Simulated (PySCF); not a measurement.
C₂H₁₀ClNSi₂, SMILES C[Si@H](Cl)[C@H](N)[SiH3].

Coordinates come from a PBE0-D3(BJ)/def2-SVP optimisation. The structure was generated by enumeration; whether it is a known compound was not checked. One conformer was computed; it need not be the lowest.

All values below come from PBE/def2-TZVP (PySCF).

Gas-phase values at a fixed geometry.

| Quantity | Result |
|---|---|
| total energy | -1175.62960 hartree |
| highest occupied level | -5.43 eV |
| lowest empty level | -0.35 eV |
| orbital gap | 5.08 eV |
| dipole moment | 2.00 D |
| quadrupole, principal values (traceless, Buckingham form, about the centre of nuclear charge) | -7.39, 3.19, 4.21 D·Å |
